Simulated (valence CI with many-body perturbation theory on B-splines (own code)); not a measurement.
The numbers below are computed, except where a source is named.
From CI to CI+MBPT in Tc V

Level of theory: valence CI with perturbative core correlation (CI+MBPT): three valence electrons over a frozen Dirac-Fock core [Kr], a basis of 9 s, 9 p, 10 d, 8 f, 5 g, 3 h, 1 i functions for each j, with the one-electron correlation potential Σ1, the two-electron term Σ2, the three-electron term Σ3, Breit, model QED; selected CI, second order for the rest, scaled by the run's own slope (own B-spline code, finite nucleus).

No measured spectrum was set against this ion. As an estimate, terms of the open shell hold to 2 to 4 % of their energy, and close levels can change places; different configurations can be misplaced against each other by 1,000 to 8,000 cm⁻¹. Core correlation moves these levels by up to 16000 cm⁻¹, and in measured spectra 5 to 20 % of such shifts remained as error; rates that hang on mixing are uncertain with them.

Each rung adds one term. CI alone is the Dirac-Coulomb CI over the frozen core; QED comes last and gives the full result, which names the levels. Energies are above 4d³ ⁴F_3/2 on the same rung, in eV.

Names give the largest LS component (configuration and term), which can be under half, so a name can repeat, a term be missing and a line seem to break the LS rules; names also repeat where a configuration has a term twice. Letters in brackets count levels of one name in rising energy.

```tsv
Level	CI alone	Σ1	Σ2	Σ3	Breit	QED	Full
4d³ ⁴F_5/2	0.123	+0.0124	+0.0060	+0.0005	-0.0067	+0.0005	0.135
4d³ ⁴F_7/2	0.276	+0.0262	+0.0130	+0.0006	-0.0145	+0.0011	0.302
4d³ ⁴F_9/2	0.448	+0.0400	+0.0196	+0.0001	-0.0224	+0.0016	0.487
4d³ ⁴P_3/2	1.535	+0.0200	+0.0055	+0.0046	-0.0031	+0.0004	1.563
4d³ ⁴P_1/2	1.553	+0.0253	-0.0062	+0.0009	-0.0061	+0.0006	1.567
4d³ ²G_7/2	1.759	+0.0466	-0.0690	-0.0256	-0.0113	+0.0009	1.700
4d³ ⁴P_5/2	1.759	+0.0437	-0.0013	-0.0044	-0.0157	+0.0014	1.783
4d³ ²G_9/2	1.875	+0.0522	-0.0972	-0.0186	-0.0130	+0.0010	1.799
4d³ ²D_3/2 [a]	2.047	+0.0490	+0.0947	-0.0004	-0.0090	+0.0010	2.183
4d³ ²P_1/2	2.060	+0.0579	+0.0932	+0.0519	-0.0134	+0.0014	2.251
4d³ ²H_9/2	2.455	+0.0722	-0.1790	-0.0068	-0.0222	+0.0018	2.321
4d³ ²H_11/2	2.513	+0.0705	-0.2121	-0.0005	-0.0206	+0.0015	2.352
4d³ ²D_5/2 [a]	2.458	+0.0675	+0.1192	-0.0452	-0.0189	+0.0017	2.582
4d³ ²P_3/2	2.477	+0.0813	+0.1405	+0.0033	-0.0262	+0.0025	2.678
4d³ ²F_7/2	3.754	+0.0766	-0.1439	+0.0091	-0.0150	+0.0014	3.682
4d³ ²F_5/2	3.800	+0.0787	-0.1418	+0.0089	-0.0140	+0.0015	3.733
4d³ ²D_5/2 [b]	5.616	+0.0976	+0.0967	-0.0135	-0.0150	+0.0017	5.783
4d³ ²D_3/2 [b]	5.683	+0.1022	+0.0736	-0.0140	-0.0153	+0.0018	5.831
4d²5s ⁴F_3/2	11.377	+0.5913	+0.7928	+0.0275	+0.0178	+0.0176	12.824
```

The middle columns are the shifts that each term adds.

How does the ionisation energy move along the ladder, and which term matters most?

CI alone 54.990, + Σ1 56.478, + Σ2 57.262, + Σ3 57.256, + Breit 57.263, + QED 57.268 eV. The largest step is Σ1, 1.488 eV. NIST lists 57 ± 1.9 eV (theoretical).
